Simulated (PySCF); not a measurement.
**How methods differ on the ionisation energy of Se⁺**

Se⁺ [Ar] 3d10 4s2 4p3 (4S) → Se²⁺ [Ar] 3d10 4s2 4p2 (3P), as a difference of total energies. Computed with PySCF 2.14 in aug-cc-pVDZ-PP with ECP10MDF (5s4p3d, 32 functions), with a scalar-relativistic core potential. Correlated levels: valence: 3s2 3p6 3d10 frozen. The calculations carry no spin-orbit coupling.

| method | ionisation energy (eV) | difference from reference (eV) |
| --- | --- | --- |
| UHF | 20.832 | -0.364 |
| PBE0 | 21.345 | +0.149 |
| TPSS | 21.286 | +0.090 |
| MP2 (valence) | 21.201 | +0.005 |
| SCS-MP2 (valence) | 21.075 | -0.121 |
| CCSD (valence) | 21.155 | -0.041 |
| CCSD(T) (valence) | 21.161 | -0.035 |

Reference: 21.196 ± 0.01 eV (measured; NIST Atomic Spectra Database, ionization energies).

The reference lies between the lowest fine-structure levels, while these numbers refer to the centres of the terms.

Errors of the correlated levels include the incompleteness of this basis and the frozen core.
